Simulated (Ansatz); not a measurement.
Reaction (redistribution): `[OH][AlH][NH][SiH3]` + `Cl[SiH2][GeH]1[CH2][O]1` → `[SiH3][NH][AlH][SiH2]Cl` + `[OH][GeH]1[CH2][O]1`

Program: Ansatz. Geometries: PBE0-D4/def2-TZVP. ΔE: electronic, gas phase. CBS: MP2 limit from def2 TZ/QZ plus the TZ coupled-cluster correction, frozen cores. Functionals use def2-TZVPP. For Ge outer-core shells are correlated without core-valence functions, which leaves a few kJ/mol of doubt a bond. Scalar relativity is left out up to krypton. Each species was taken in one conformer, which may not be the lowest.

```
             level  ΔE (kJ/mol)
               PBE        125.5
     HF/def2-TZVPP        124.5
SCS-MP2/def2-TZVPP        132.5
SCS-MP2/def2-QZVPP        134.3
```

Question: What does CCSD(T)/CBS give? (Estimate.)

Answer: The calculation gave: +133.1 kJ/mol. The listed levels differ from it by -7.6, -8.6, -0.6, 1.2 kJ/mol.

Largest T1 diagnostic among the species: 0.014.

In def2-TZVPP, CCSD(T) changes the Hartree–Fock value by +4.4 kJ/mol (the triples alone add +0.2 kJ/mol) and MP2 by +12.6 kJ/mol.
